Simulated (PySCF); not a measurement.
**J couplings in `[AsH3+][BH2-]F`, AsBFH$_{5}$**

Geometry:
```csv
atom,x (Å),y (Å),z (Å)
F1,1.870,0.208,-0.983
B2,1.233,-0.039,0.195
As3,-0.986,0.059,-0.186
H4,1.233,-1.196,0.589
H5,1.259,0.849,1.033
H6,-1.712,1.318,-0.610
H7,-1.718,-0.907,-1.093
H8,-1.768,-0.213,1.077
```

Level of theory for the indirect couplings: PBE0/pcJ-1 (dyall-v2z on As), isolated molecule, Gaussian nuclear model, structure from PBE0-D3(BJ)/def2-SVP (PySCF integrals, density fitting).

Non-relativistic values:
| coupling | atoms | J (Hz) |
| --- | --- | --- |
| 1J(75As,11B) | As3 – B2 | -42.2 |
| 1J(75As,1H) | As3 – H6/H7/H8 | 168.6 |
| 2J(75As,19F) | As3 – F1 | 120.9 |
| 2J(75As,1H) | As3 – H4/H5 | 38.3 |

What do two-component X2C with spin–orbit coupling give?

Results:


```csv
coupling,atoms,with spin–orbit (Hz)
"1J(75As,11B)",As3 – B2,-50.8
"1J(75As,1H)",As3 – H6/H7/H8,151.0
"2J(75As,19F)",As3 – F1,136.8
"2J(75As,1H)",As3 – H4/H5,48.3
```

The largest listed coupling, 1J(75As,1H), ends at 0.90 times its non-relativistic value. Equivalent partners are averaged, as under fast rotation. Couplings to strongly quadrupolar nuclei (75As) are seldom resolved in solution.
